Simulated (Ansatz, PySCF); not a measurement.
The pair A = NH3 (SMILES N) (first 4 atoms), B = C2H6O (SMILES COC); geometry from B3LYP-D3(BJ)/def2-TZVP.
(charge 0, multiplicity 1):
```xyz
13

N      0.49795    -0.02045     0.16662
H     -0.03699     0.56947    -0.46041
H      0.69135    -0.88318    -0.32900
H     -0.09862    -0.24790     0.95762
C     -0.34221     1.16482     3.31257
O     -0.46723    -0.23107     3.11919
C      0.69900    -0.93018     3.50977
H      0.47807     1.57428     2.71180
H     -0.16402     1.40204     4.36882
H     -1.28043     1.62094     2.99978
H      1.56535    -0.61403     2.91732
H      0.51397    -1.98998     3.34030
H      0.91661    -0.77082     4.57324
```

Correlated levels freeze the cores.

Run with Ansatz (Gaussian basis) for Hartree–Fock, density functionals and correlated methods; PySCF for the dispersion terms. 

The monomers are drawn apart, rigid, along the line of their centres of mass. Counterpoise-corrected interaction energies (kcal/mol):

```
level                   R = 4.084 Å  R = 4.962 Å
----------------------  -----------  -----------
PBE/def2-TZVPPD             -1.3040      -0.5210
PBE-D3(BJ)/def2-TZVPPD      -1.8259      -0.7167
wB97M-V/def2-TZVPPD         -1.6546      -0.6825
CCSD(T)/aug-cc-pVDZ         -1.6233      -0.6656
```

### Question
R is the distance of the centres of mass. Find the local exponent m of E ∝ R⁻ᵐ between the two points.

### Answer

m = ln(E₁/E₂)/ln(R₂/R₁): PBE/def2-TZVPPD 4.7; PBE-D3(BJ)/def2-TZVPPD 4.8; wB97M-V/def2-TZVPPD 4.6; CCSD(T)/aug-cc-pVDZ 4.6. For scale, two fixed dipoles give m = 3, dipole and quadrupole 4, quadrupoles 5, and dispersion or dipole-induced dipole 6 at long range; at these distances several terms mix, and what is left of overlap and damping shifts m, so it need not match one of them.

Ansatz is a program for electronic structure.
